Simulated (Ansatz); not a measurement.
Reaction (substitution at a C–C bond): `BC(=C)CI` + HCl → `ClCI` + `BC=C`

Calculated with Ansatz (gas phase, PBE0-D4/def2-TZVP geometries, no zero-point term in ΔE). CCSD(T)/CBS is the MP2 limit (def2-TZVPP, def2-QZVPP) plus CCSD(T) − MP2 in def2-TZVPP, frozen cores. This one scheme is used for every species. def2 core potentials past Kr. For I outer-core shells are correlated without core-valence functions, which leaves a few kJ/mol of doubt a bond. Each species was taken in one conformer, which may not be the lowest.

```
         level  ΔE (kJ/mol)
 HF/def2-TZVPP         44.0
MP2/def2-QZVPP         59.0
```

What does CCSD(T)/CBS give? (Estimate.)

The calculation gave: +54.2 kJ/mol. The listed levels differ from it by -10.2, 4.8 kJ/mol.

Largest T1 diagnostic among the species: 0.011.

In def2-TZVPP, CCSD(T) changes the Hartree–Fock value by +13.7 kJ/mol (the triples alone add +1.5 kJ/mol) and MP2 by +17.2 kJ/mol. From PBE to PBE0 (25 % exact exchange), in def2-TZVPP and without D4, ΔE moves by +3.7 kJ/mol. The D4 term adds +8.8 kJ/mol with B3LYP and +5.2 kJ/mol with PBE0; it sums over pairs of atoms, weighted by their polarisabilities, and B3LYP, whose exchange is more repulsive, gets the larger term.

B3LYP here is the variant with VWN-RPA as its local correlation; programs differ in this.
